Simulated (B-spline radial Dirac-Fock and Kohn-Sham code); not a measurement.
## Relativistic shifts of the levels of Ce⁴⁺

System: cerium as Ce⁴⁺, 1s2 2s2 2p6 3s2 3p6 3d10 4s2 4p6 4d10 5s2 5p6.

Both columns are ΔSCF binding energies of the configuration average from an atomic code on a B-spline grid: non-relativistic Hartree-Fock with a point nucleus, and Dirac-Fock with a finite nucleus and the Coulomb interaction alone, averaged over the two j levels with weights 2j+1.

```tsv
shell	Hartree-Fock (eV)	Dirac-Fock (eV)	shift (eV)	shift (%)
1s	38705.2	40653.8	+1948.61	+5.03
2s	6141.1	6630.3	+489.21	+7.97
2p	5793.7	5942.2	+148.49	+2.56
3s	1395.0	1503.4	+108.42	+7.77
3p	1244.0	1278.6	+34.63	+2.78
3d	965.2	951.5	-13.79	-1.43
4s	334.2	357.9	+23.73	+7.10
4p	275.4	281.4	+5.99	+2.18
4d	170.4	166.2	-4.26	-2.50
5s	84.78	88.93	+4.15	+4.90
5p	65.09	65.71	+0.63	+0.96
```

Relativity binds 1s, 2s, 2p, 3s, 3p, 4s, 4p, 5s, 5p more strongly, among those listed most of all 2s in relative terms, and 3d, 4d more weakly, because the contracted s and p shells screen the nucleus better.

Values without a named source are computed, but for edge energies of neutral atoms, which are taken from tables.
